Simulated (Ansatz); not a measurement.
`OBN[SiH3]` + H–F → `OBF` + `N[SiH3]` at 600 K and 1 bar (ligand exchange at a B–N bond).

Calculated with Ansatz (gas phase, PBE0-D4/def2-TZVP geometries, no zero-point term in ΔE). CCSD(T)/CBS adds triple-zeta CCSD(T) − MP2 to the extrapolated MP2 energy (def2 sets, frozen cores). This one scheme is used for every species. One conformer a species, not always the lowest.

| species | CCSD(T)/CBS energy (Eh) | H − E (kJ/mol) | S (J/(mol·K)) |
| --- | --- | --- | --- |
| `OBN[SiH3]` | -447.47166 | 240.1 | 401.2 |
| H–F | -100.39570 | 42.3 | 194.0 |
| `OBF` | -201.07426 | 109.4 | 294.7 |
| `N[SiH3]` | -346.80422 | 170.6 | 320.8 |

H − E and S are ideal-gas, rigid-rotor, harmonic terms from PBE0-D4/def2-TZVP, for one conformer and one mirror image of each species. 1 Eh = 2625.50 kJ/mol, R = 8.31446 J/(mol·K).

Problem. By hand: ΔE, ΔH, ΔS and ΔG.

Solution. ΔE = (-201.07426) + (-346.80422) − (-447.47166) − (-100.39570) = -0.01112 Eh = -29.2 kJ/mol. Δ(H − E) = 109.4 + 170.6 − 240.1 − 42.3 = -2.4, so ΔH = -31.6 kJ/mol. ΔS = 294.7 + 320.8 − 401.2 − 194.0 = 20.3 J/(mol·K). ΔG = -31.6 − 600 × (20.3)/1000 = -43.8 kJ/mol.

Problem. By hand: the equilibrium constant, and the temperature at which ΔG would vanish if ΔH and ΔS stayed fixed.

Solution. log₁₀ K = −ΔG/(RT ln 10) = 3.8. ΔH and −TΔS have one sign here, so there is no such temperature.

TΔS isn't small against ΔH here. A doubt of 5 kJ/mol in ΔE shifts log₁₀ K by 0.4 here. Other conformers and mirror images would add mixing entropy, several J/(mol·K) or more a flexible species. These are equilibria of isolated gas molecules and say nothing of rates. Largest T1 diagnostic: 0.013 (customary marks: 0.02 for closed shells, 0.045 for open ones).
